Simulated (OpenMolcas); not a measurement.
## Zn: CASPT2 settings compared

- Program: OpenMolcas
- Basis: ANO-RCC-VTZP [6s5p3d2f1g]
- Scalar Hamiltonian: DKH2, point nucleus
- Active space: 2 electrons in 4 orbitals (4s 4p)
- State averaging: 2S+1 = 1 even, 1 root; 2S+1 = 1 odd, 3 roots; 2S+1 = 3 odd, 3 roots kept (CI in the orbitals of an earlier block)
- Spin-orbit coupling: state interaction with AMFI integrals over the reference wave functions, term energies averaged over their components

Methods on the same reference wave functions:
A. CASSCF
B. SS-CASPT2, IPEA 0.5 Eh, imaginary shift 0.1 Eh (closed shells correlated: none)
C. SS-CASPT2, IPEA 0.2 Eh, no level shift (closed shells correlated: 3d)
D. XMS-CASPT2, IPEA 0.3 Eh, imaginary shift 0.1 Eh (closed shells correlated: 3d)

Energies in cm-1 above 4s2 1S0, the measured ground level; measured values from NIST Handbook of Basic Atomic Spectroscopic Data.

```
      Level      A      B      C      D  Measured
    4s2 1S0    0.0    0.0    0.0    0.0       0.0
4s 4p 3P* 0  34395  31667  34132  33448     32311
4s 4p 3P* 1  34468  31740  34205  33521     32501
4s 4p 3P* 2  34615  31887  34352  33668     32890
4s 4p 1P* 1  49953  48752  50304  50144     46745
```

Deviations, from unrounded energies. A percentage is the sum of absolute deviations over the sum of measured energies, with the sign that they share, or ± where signs differ.

| Against measurement | Levels | A | B | C | D |
| --- | --- | --- | --- | --- | --- |
| mean absolute deviation (cm-1) | 4 | 2200 | 1100 | 2100 | 1600 |
| other configurations (%) | 4 | +6.2 | ±3.1 | +5.9 | +4.4 |

B lies closest to measurement on these levels and A furthest from it. The largest miss of B in the table is 4s 4p 1P* 1, by +2000 cm-1. The ranking rests on the paired levels alone, and a cruder setting can come out closer through cancelling errors.

Among B to D the level of the table that moves most is 4s 4p 3P* 2, by 2500 cm-1 (lowest in B, highest in C).

The lowest spin-free term lies below A's lowest term by 0.002 hartree in B, 0.494 hartree in C, 0.493 hartree in D.

Terms from blocks run as CI alone lack orbitals of their own. Without dynamic correlation excited terms often stand tens of per cent too high (terms of higher spin than the ground term too low), and those without a measured partner can miss by more than the paired ones (holds for A). Measured partners are found by configuration, term and J. A level has none where our copy of the source lacks it or the pairing is in doubt (some pairs that miss far off the trend of their configuration count as doubtful), and it then counts in no deviation. Levels of configurations outside the active space are missing.

* marks odd parity.
